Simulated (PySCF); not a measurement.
A search over the determinants of GeF

Unrestricted PBE0; basis Ge cc-pVTZ-PP with ECP10, F cc-pVTZ; scalar-relativistic core potentials; PySCF 2.14. Outer shells of the fragments: Ge 3d10 4s2 4p2; F 2s2 2p5.

Followed along the bond (rough minima from three points):

```csv
2Ms+1,unpaired,⟨S²⟩ at the start,R at minimum (Å),Te (eV)
2,π ↑,0.75,1.76,0.00
4,"σ ↑, π ↑↑",3.75,1.78,4.23
```

Solutions found at the starting distance of 1.775 Å, counted from the lowest of them; the search is not exhaustive and high or unbound solutions are not listed, so other states can lie among these:

```json
{"2Ms+1": "2", "unpaired": "π ↑", "term": "²Π", "E (eV)": "0.00", "⟨S²⟩": "0.75", "⟨Lz²⟩": "1.01", "μ (D)": "-1.97"}
{"2Ms+1": "2", "unpaired": "σ ↑", "term": "²Σ⁺", "E (eV)": "2.89", "⟨S²⟩": "0.75", "⟨Lz²⟩": "0.00", "μ (D)": "-1.20"}
{"2Ms+1": "4", "unpaired": "σ ↑, π ↑↑", "term": "⁴Σ⁻", "E (eV)": "4.22", "⟨S²⟩": "3.75", "⟨Lz²⟩": "0.00", "μ (D)": "-1.52"}
{"2Ms+1": "2", "unpaired": "σ ↑, π ↑↓", "term": "mixed", "E (eV)": "5.25", "⟨S²⟩": "1.76", "⟨Lz²⟩": "2.02", "μ (D)": "-1.06"}
{"2Ms+1": "2", "unpaired": "σ ↓, π ↑↑", "term": "mixed", "E (eV)": "5.51", "⟨S²⟩": "1.77", "⟨Lz²⟩": "0.00", "μ (D)": "-0.64"}
{"2Ms+1": "4", "unpaired": "π ↑↑↑", "term": "⁴Π", "E (eV)": "6.93", "⟨S²⟩": "3.76", "⟨Lz²⟩": "1.00", "μ (D)": "2.46"}
{"2Ms+1": "4", "unpaired": "σ ↑↑, π ↑", "term": "⁴Π", "E (eV)": "7.01", "⟨S²⟩": "3.75", "⟨Lz²⟩": "1.00", "μ (D)": "-0.59"}
{"2Ms+1": "4", "unpaired": "σ ↑, π ↑↑", "term": "mixed", "E (eV)": "9.08", "⟨S²⟩": "3.75", "⟨Lz²⟩": "2.01", "μ (D)": "2.60"}
{"2Ms+1": "4", "unpaired": "σ ↑, π ↑↑", "term": "mixed", "E (eV)": "9.25", "⟨S²⟩": "3.75", "⟨Lz²⟩": "2.01", "μ (D)": "2.65"}
```

A term symbol is given only where ⟨S²⟩ and ⟨Lz²⟩ are close to those of a pure state; real π, δ and φ orbitals otherwise mix terms. A positive dipole means Ge(−)F(+).

Spin–orbit coupling is left out. Counting both spins, an empty level lies below a filled one in some of these solutions, because spin and occupation are held.
